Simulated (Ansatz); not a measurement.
Relaxation of C$_{3}$H$_{10}$N$_{2}$Si (16 atoms, charge 0, multiplicity 1), to a largest force component of 0.015 eV/Å in at most 40 steps.

All numbers below come from Ansatz, RHF/def2-SVP.

```xyz
16
Properties=species:S:1:pos:R:3
N -1.154 -1.736 -0.041
C -0.121 -0.837 -0.476
C 1.099 -1.198 0.341
C 1.363 0.334 0.505
N -0.161 0.442 0.209
Si -0.884 1.891 -0.363
H -1.319 -1.639 0.959
H -2.056 -1.388 -0.459
H 0.061 -0.775 -1.515
H 1.938 -1.705 -0.162
H 0.950 -1.714 1.329
H 1.970 0.779 -0.227
H 1.552 0.686 1.487
H -0.705 2.967 0.650
H -0.233 2.214 -1.641
H -2.323 1.655 -0.554
```

Where does it end, and by what steps?

The run converged. After 10 steps the energy has fallen by 0.936 eV; H15 moved furthest, 0.38 Å.

```
step  energy less start (eV)  largest force component (eV/Å)  accepted
   0                  0.0000                           4.817       yes
   1                 -0.8108                           1.603       yes
   2                 -0.8945                           0.732       yes
   3                 -0.9227                           0.304       yes
   4                 -0.7992                           1.657        no
   5                 -0.9338                           0.064       yes
   6                 -0.9352                           0.036       yes
   7                 -0.9356                           0.030       yes
   8                 -0.9357                           0.019       yes
   9                 -0.9357                           0.038       yes
  10                 -0.9358                           0.004       yes
```

```xyz
16
Properties=species:S:1:pos:R:3
N -1.255 -1.667 0.038
C -0.123 -0.909 -0.383
C 1.206 -1.202 0.334
C 1.356 0.316 0.533
N -0.009 0.494 0.047
Si -0.868 1.916 -0.413
H -1.452 -1.517 1.011
H -2.080 -1.438 -0.486
H -0.043 -1.019 -1.469
H 1.973 -1.708 -0.250
H 1.054 -1.748 1.266
H 2.123 0.768 -0.106
H 1.526 0.658 1.557
H -0.796 2.921 0.676
H -0.353 2.572 -1.648
H -2.281 1.540 -0.662
```

Whether the end is a true minimum wasn't checked by a vibrational analysis.

The run took 33 s on 2 threads of Arm Neoverse V1 (shared host), peak memory 0.37 GiB.
